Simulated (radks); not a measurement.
Q: The mean radii <r> (bohr) of the occupied orbitals of an atom or ion are listed with their occupations. All-electron calculation, scalar-relativistic Kohn-Sham, PBE, spin-polarised, spherical densities, point nucleus. Program: a radial shooting solver on a logarithmic mesh with Libxc functionals.

orbital  occ.      <r>
1s up       1  0.03111
1s down     1  0.03111
2s up       1   0.1348
2s down     1   0.1348
2p up       3   0.1175
2p down     3   0.1175
3s up       1   0.3642
3s down     1   0.3640
3p up       3   0.3619
3p down     3   0.3616
3d up       5   0.3369
3d down     5   0.3365
4s up       1   0.7845

Name the element and its charge. Open shells, if any, are filled with parallel spins first.

A: Z = 47, silver, charge +18: Ag18+ in [Ar] 3d10 4s1. The 1s radius gives Z: for a bare nucleus <r> = (2 gamma + 1)/(2Z) with gamma = sqrt(1 - (Z/c)^2), 0.03062 bohr for Z = 47, and screening makes it slightly larger (0.03111 here). The occupations add up to 29, and the charge is Z minus that.
